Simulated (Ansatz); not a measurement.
```
atom   x (Å)    y (Å)    z (Å)
   F  0.0000   1.1106  -0.2737
   O  0.0000  -2.2212   2.3951
   F  0.0000  -3.3317   1.5055
```

Basis set: pcseg-2 (spherical functions). Charge 0, multiplicity 1.

Computed with Ansatz (development build ahead of 0.2.0); each method stands on the lowest determinant of its kind that the runs found.

(1) Give the atomization energy at this shape (free ground-state atoms in the same class of orbitals less the molecule, no zero-point energy) of singlet OF2 in separate pieces by PBE (unrestricted), UHF.

Answers

(1)

```json
{"method": "PBE (unrestricted)", "atomization energy": "3.13 eV"}
{"method": "UHF", "atomization energy": "-0.81 eV"}
```

Caution: the shape is not the minimum; the unrestricted determinant is a mixture of spin states. Caution for PBE (unrestricted): charge can spread falsely over distant fragments.
